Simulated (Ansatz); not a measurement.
H₄Si₂, triplet, geometry from GFN2-xTB (the spin is typed, not shown lowest); CAM-B3LYP/aug-pcseg-1 (Ansatz, an electronic-structure program).

Ansatz was given this input:
Ansatz 0.2 input:
```yaml
crystal:
  periodic: [false, false, false]
  atoms:
    - {symbol: Si, position_ang: [0.01921758, 1.02177692, 0.66747900]}
    - {symbol: H, position_ang: [-0.43006669, 2.36503207, 0.26011259]}
    - {symbol: Si, position_ang: [0.00702078, -0.89416620, -0.51957417]}
    - {symbol: H, position_ang: [0.81894889, -0.88144975, -1.74910277]}
    - {symbol: H, position_ang: [-1.32097621, -1.35750819, -0.95874128]}
    - {symbol: H, position_ang: [0.56475699, -1.91262422, 0.37706385]}
basis:
  gaussian:
    orbitals: aug-pcseg-1.json
hamiltonian:
  xc: cam_b3lyp
magnetization: {spin_polarized: true, initial_magnetization: 2}
```
The basis file holds aug-pcseg-1 in the JSON format of the Basis Set Exchange.

Write the output that Ansatz gives for this input, abridged.


```
Functional definition: CAM-B3LYP
830 factors; their error is unknown
436 factors; integrals over basis functions are off by at most 1.5e-5 eV
mean field evaluation 1: about -15816.4751 eV, gradient 6.8e0 eV
mean field evaluation 2: about -15816.9404 eV, gradient 2.9e0 eV
mean field evaluation 4: about -15817.0318 eV, gradient 2.1e-1 eV
mean field evaluation 8: about -15817.0858 eV, gradient 2.2e-2 eV
mean field evaluation 16: about -15817.0858 eV, gradient 4.3e-5 eV
mean field -15817.08578903 eV, -581.2671815411 hartree, gradient 4.3e-5 eV, S^2 2.004166; 0 other end points of the search recorded, 0 dependent functions left out
reference -15817.08592609 eV, -581.2671865779 hartree; 17, 15 occupied and 73, 75 virtual orbitals, 830 factors
Total energy: -15817.08592609 eV, -581.2671865779 hartree
```
